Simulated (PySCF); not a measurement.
C7H10N (doublet state).
Z-matrix (Å and degrees, GFN2-xTB geometry), rows numbered from 1:
```
N 
C   1  1.4432
C   2  1.5509  1  114.77
C   3  1.4815  2  115.20  1    74.69
C   4  1.4839  3   94.32  2   113.61
C   5  1.5205  4  111.72  3    85.27
C   6  1.3311  5   93.99  4   -86.78
C   7  1.5010  6   94.50  5     0.43
H   1  1.0140  2  110.44  3   -61.30
H   1  1.0146  2  110.67  3    58.18
H   2  1.0925  1  107.96  3   121.61
H   2  1.0941  1  108.07  3  -121.16
H   3  1.0986  2  107.85  1   -57.39
H   4  1.0733  3  131.73  2   -86.27
H   5  1.0876  4  120.37  3  -130.22
H   6  1.0746  5  130.77  4    89.08
H   7  1.0750  6  134.45  5   176.24
H   8  1.0847  3  117.26  2    12.86
```

The hyperfine couplings belong to this conformer and change with its torsions.

The species is `NC[C@H]1[CH][C@@H]2C=C[C@@H]21` [radical].

The calculation used PySCF 2.14.0, UKS B3LYP, pcH-1 on C H N, non-relativistic, mean-field spin-orbit, GIAO. One conformer (not necessarily the lowest) at the GFN2-xTB geometry, without solvent, vibrations or thermal averaging. Couplings are sensitive to structure, and on GFN2-xTB geometries they can be far from those on DFT ones. No stability test was run, so a lower SCF solution isn't excluded.

Largest spin populations (Mulliken): C4 (+0.98), C3 (-0.08) and C5 (-0.08). C4 is the only atom above +0.15. The angles at C4 add up to 356.6°, so it is nearly planar; its axial dipolar tensor and the negative coupling of its proton fit spin in a p orbital normal to that plane.

Find Q in a(H) = Q·ρ(C) for the protons on the planar carbons that carry spin.

```
  H   C    ρ(C)  a(H) (G)  a/ρ (G)
H14  C4  +0.983    -17.86    -18.2
```

One proton gives one ratio, Q = -18.2 G, and no test of linearity.

List the C–H protons on four-coordinate carbons next to a three-coordinate spin centre, with their couplings and θ (C–H bond against the normal to the plane of the centre's neighbours, projected along the bond that joins the two).

```tsv
β H	on	centre	θ (°)	cos²θ	a (G)
H13	C3	C4	34	0.69	+25.01
H15	C5	C4	35	0.68	+23.79
```

Couplings in gauss use g_iso = 2.0026.
